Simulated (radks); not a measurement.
All-electron atom: Te+ in [Kr] 4d10 5s2 5p2 4f1 (not the ground configuration). Method: scalar-relativistic Kohn-Sham, r2SCAN, spin-polarised, spherical densities, finite nucleus; open shells are filled with parallel spins first (spin-orbit coupling, left out, can overturn this in heavy ions); meta-GGA in the generalised Kohn-Sham scheme; Fermi nuclear charge, rms radius 4.7423 fm; computed with a radial shooting solver on a logarithmic mesh with Libxc functionals.

Normalised radial functions P(r) = r R(r), r in bohr:

r,4d up
0.00352,0.0001
0.004887,0.0002
0.006784,0.0006
0.009342,0.0014
0.01297,0.0034
0.01786,0.0080
0.02479,0.0188
0.03442,0.0422
0.0474,0.0883
0.06579,0.1741
0.09061,0.3055
0.1258,0.4713
0.1746,0.5901
0.2405,0.5242
0.3338,0.1510
0.4597,-0.4447
0.6381,-0.9799
0.8858,-1.0960
1.22,-0.8109
1.693,-0.4094
2.332,-0.1442
3.237,-0.0297
4.494,-0.0028
6.189,-0.0001
8.592,0.0000
11.83,0.0000
16.42,0.0000
22.8,0.0000

4d up: eigenvalue -58.182 eV, 1 radial node at r = 0.365 bohr, <r> = 0.970 bohr, 90 % of the charge inside 1.49 bohr.
